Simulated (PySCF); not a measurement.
C3H7S, SMILES [CH2]SCC, multiplicity 2. Geometry optimised at PBE0-D3(BJ)/def2-SVP. The isomer is the one that the SMILES or the coordinates give; other isomers of the formula were not compared. The values are those of a single conformer.

Question: Give the equilibrium geometry at PBE0-D3(BJ)/def2-SVP (PySCF confirms it by a frequency run) as Cartesian coordinates in Å. (The exact figures need the calculation; the answer reports its results.)

Answer: This is not unique; one that fits is 
```xyz
11

C      1.6205    -0.3952     0.4453
S      0.5595     0.0571    -0.8190
C     -0.8719     0.6815     0.1078
C     -1.6555    -0.3975     0.8300
H      2.5362    -0.9141     0.1589
H      1.5280     0.0481     1.4398
H     -0.5118     1.4578     0.8026
H     -1.4903     1.1892    -0.6484
H     -1.0243    -0.9172     1.5661
H     -2.5141     0.0405     1.3635
H     -2.0346    -1.1497     0.1225
```
Charge 0, spin multiplicity 2.
